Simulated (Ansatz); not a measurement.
Reaction (hydrogenolysis of a Ge–Al bond): `[CH3][Ge]([F])([F])[AlH2]` + H₂ → `[CH3][GeH]([F])[F]` + `[AlH3]`

Program: Ansatz. Geometries: PBE0-D4/def2-TZVP. ΔE: electronic, gas phase. CCSD(T)/CBS adds triple-zeta CCSD(T) − MP2 to the extrapolated MP2 energy (def2 sets, frozen cores). This one scheme is used for every species. For Ge outer-core shells are correlated without core-valence functions, which leaves a few kJ/mol of doubt a bond. Scalar relativity is left out up to krypton.

`[CH3][Ge]([F])([F])[AlH2]`:

```xyz
10

C     0.668   -1.014    1.296
Ge   -0.272   -0.408   -0.286
F     0.329   -1.411   -1.588
F    -1.920   -0.962   -0.080
Al   -0.414    1.929   -1.190
H     0.516   -2.090    1.394
H     1.735   -0.807    1.207
H     0.279   -0.514    2.184
H     0.326    3.104   -0.427
H    -1.247    2.173   -2.510
```

H₂:

```xyz
2

H    -0.161   -0.161    0.296
H     0.161    0.161   -0.296
```

`[CH3][GeH]([F])[F]`:

```xyz
8

C    -0.609    0.616   -0.610
Ge    0.406   -0.513    0.570
F     1.841    0.334    1.039
F     0.987   -1.869   -0.335
H    -1.484    0.081   -0.979
H    -0.932    1.514   -0.082
H     0.020    0.901   -1.453
H    -0.228   -1.065    1.850
```

`[AlH3]`:

Z-matrix (Å, degrees):
```
Al
H 1 1.586
H 1 1.586 2 120.0
H 1 1.586 2 120.0 3 -179.9
```

```json
{"level": "CCSD(T)/def2-SVP", "ΔE (kcal/mol)": "-3.0"}
{"level": "HF/def2-TZVPP", "ΔE (kcal/mol)": "-5.6"}
```

(1) What does CCSD(T)/CBS give? (Best estimate.)

Largest T1 diagnostic among the species: 0.012.

Answers

(1) Ansatz gave: +1.7 kcal/mol. The listed levels differ from it by -4.7, -7.3 kcal/mol.

From PBE to PBE0 (25 % exact exchange), in def2-TZVPP and without D4, ΔE moves by −2.1 kcal/mol. The D4 term adds +1.6 kcal/mol with B3LYP and +0.9 kcal/mol with PBE0; it sums over pairs of atoms, weighted by their polarisabilities, and B3LYP, whose exchange is more repulsive, gets the larger term.

B3LYP here is the variant with VWN-RPA as its local correlation; programs differ in this.
